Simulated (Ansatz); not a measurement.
This geometry of C$_{3}$H$_{5}$BrO (10 atoms, charge 0, multiplicity 1) is a first-order saddle point.

Method: RKS PBE/def2-SVP in Ansatz 0.2.0.

```xyz
10
Properties=species:S:1:pos:R:3
O 0.414 -1.793 0.953
C 0.791 -0.765 0.047
C -0.356 0.110 -0.373
C -0.408 1.428 -0.112
Br -1.832 2.556 -0.643
H -0.559 -1.817 0.982
H 1.242 -1.217 -0.873
H 1.590 -0.146 0.516
H -1.184 -0.373 -0.924
H 0.385 1.966 0.430
```

Question: Which two structures does it join? (They come from a converged band through this point; their orientation in space is the band's.)

Answer: No bond is made or broken. The dihedral H6–O1–C2–C3 goes from -58 to 62°.

First end point:

```xyz
10
Properties=species:S:1:pos:R:3
O 0.301 -1.909 0.726
C 0.773 -0.770 0.023
C -0.353 0.096 -0.478
C -0.476 1.393 -0.148
Br -1.885 2.510 -0.742
H -0.250 -1.576 1.460
H 1.347 -1.170 -0.841
H 1.488 -0.155 0.624
H -1.106 -0.394 -1.118
H 0.244 1.923 0.496
```

Last end point:

```xyz
10
Properties=species:S:1:pos:R:3
O 0.328 -1.688 1.080
C 0.740 -0.735 0.111
C -0.381 0.162 -0.353
C -0.400 1.486 -0.126
Br -1.793 2.640 -0.690
H -0.337 -2.265 0.662
H 1.204 -1.228 -0.782
H 1.539 -0.129 0.587
H -1.218 -0.312 -0.897
H 0.400 2.017 0.412
```

Question: How far does it lie above each of them?

Answer: 9.9 kJ/mol above the first and 3.3 kJ/mol above the second. This is the barrier of this one path; another mechanism may lie lower.

Time of the run: 2.7 min on 2 threads of Intel(R) Xeon(R) Platinum 8175M CPU @ 2.50GHz (Skylake/Cascade Lake), on a shared host, peak memory 0.17 GiB.
